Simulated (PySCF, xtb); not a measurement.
Se(Cl)(SeH) (ClHSe2), SMILES Cl[Se][SeH]. The values are those of a single conformer.

Harmonic wavenumbers (cm⁻¹) from GFN2-xTB (xtb 6.7.1) at its own minimum, in rising order: 127, 261, 271, 362, 653, 1921.

Question: What does r2SCAN-D4/def2-SVP in PySCF give at its own minimum? (Estimate from the structure and the level; the computed values follow.)

Answer: 127, 295, 354, 359, 748, 2361. Paired by order, the mean absolute difference is 109 cm⁻¹ and the zero-point energies are 5.1 and 6.1 kcal/mol.
